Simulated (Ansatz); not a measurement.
Geometry optimisation, RKS PBE0-D4/def2-mTZVP (Ansatz 0.2.0).

The input (input.yaml):

```yaml
crystal:
  periodic: [false, false, false]
  atoms:
    - { symbol: "N", position_ang: [-0.3093, 1.023, 2.4309] }
    - { symbol: C, position_ang: [0.0111, 0.83, 1.348] }
    - { symbol: C, position_ang: [0.4547, 0.5382, -0.0181] }
    - { symbol: Al, position_ang: [-0.612, -0.8303, -0.8412] }
    - { symbol: H, position_ang: [-1.32349, 0.48623, -0.47771] }
    - { symbol: H, position_ang: [0.4612, 1.4776, -0.6173] }
    - { symbol: H, position_ang: [-0.4776, -1.1099, -2.3967] }
    - { symbol: H, position_ang: [-0.9657, -2.1328, 0.0133] }
basis:
  gaussian: { orbitals: def2-mTZVP }
hamiltonian:
  xc: pbe0
  dispersion: d4
relax:
  f_tol: 0.02
  max_steps: 50
```

Run as:

```bash
$ ansatz run input.yaml --threads 2 --pin off --max-ram 3072MiB --backend cpu --events-out ev --progress --plain --runs-dir out
```

Question: Where does it end, and by what steps?

Answer: The forces met the threshold. After 10 steps the energy has fallen by 3.384 eV; H5 moved furthest, 0.85 Å. Parted: Al4–H5. Joined: C3–H5.

| step | energy less start (eV) | largest force component (eV/Å) | accepted |
| --- | --- | --- | --- |
| 0 | 0.0000 | 4.182 | yes |
| 1 | -1.2969 | 3.073 | yes |
| 2 | -2.4661 | 1.941 | yes |
| 3 | -2.4854 | 7.038 | yes |
| 4 | -3.1428 | 0.599 | yes |
| 5 | -3.2936 | 0.725 | yes |
| 6 | -3.3668 | 0.372 | yes |
| 7 | -3.3457 | 0.409 | no |
| 8 | -3.3826 | 0.090 | yes |
| 9 | -3.3837 | 0.050 | yes |
| 10 | -3.3845 | 0.013 | yes |

```xyz
8
Properties=species:S:1:pos:R:3
N 0.020 0.770 2.441
C -0.131 0.793 1.297
C -0.315 0.758 -0.129
Al -0.495 -1.087 -0.848
H -1.214 1.326 -0.395
H 0.519 1.263 -0.627
H -0.222 -1.267 -2.400
H -0.924 -2.275 0.102
```

Whether the end is a true minimum wasn't checked by a vibrational analysis.

Run time: 24 s on 2 threads of Arm Neoverse V1 (shared host), peak memory 0.16 GiB.
